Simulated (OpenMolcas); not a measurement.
V3+: moving the ligands

V3+ with 6 ligands (fluoride) in octahedral coordination (Oh) at 1.95 Å. A charge of +0.5 e stands 2.4 Å behind each ligand. Ligand basis ANO-RCC-VDZP.

```
Program             : OpenMolcas 26.06
Method              : CASSCF
Basis               : ANO-RCC-VTZP [6s5p3d2f1g]
Scalar Hamiltonian  : DKH2, point nucleus
Active space        : 2 electrons in 5 orbitals (3d)
State averaging     : 2S+1 = 3 even, 10 roots; 2S+1 = 1 even, 15 roots
Spin-orbit coupling : state interaction with AMFI integrals over the reference wave functions
```

Runs around this geometry, states (labels of O, the rotations of Oh). Energies in cm-1 above the lowest state or level, χT in cm3 K/mol; under a threefold ground state the first gap can be a small split of the lowest multiplet, not the spin-orbit step; 10Dq and B are least-squares fits to the states below 45000 cm-1, weighted by degeneracy, with a free offset, and given where the rms deviation is under 5 % of |10Dq| (or 100 cm-1) and under 700 cm-1.

```csv
R (Å),Ground state,First state of that spin,10Dq,B (rms of fit),First gap with spin-orbit (degeneracies),χT at 300 K,First state of another spin
1.82,3T1,3T2 18620,20414,995 (45),"3.6 (2, 3)",0.893,1T2 13931
1.95,3T1,3T2 12727,14327,1007 (74),"5.7 (2, 3)",0.890,1T2 14195
2,3T1,3T2 11041,12513,1012 (66),"6.7 (2, 3)",0.890,1T2 14264
```

Taking |10Dq| as R^-n, n = -ln(12513 / 20414) / ln(2 / 1.82) = 5.2 between the shortest and longest distance. The point-charge formula for a cubic d site gives n = 5.

An orbital triplet at a regular site is open to Jahn-Teller coupling, which can distort the site and quench the lowest spin-orbit gaps and is left out. Without dynamic correlation the repulsion within the d shell is too large (B by tens of per cent), so at a given field states of lower spin stand too high. Ligand-to-metal charge-transfer states are missing. With no ligand orbital active B as a rule stays too high, so bands that hang on it stand too high and its fall with covalency is understated. With metal d orbitals alone and no dynamic correlation the field as a rule comes out too small, by tens of per cent, by up to half for chloride and softer ligands. No measured value stands beside these numbers; the geometry was imposed, not optimised, and the real ion may take another.
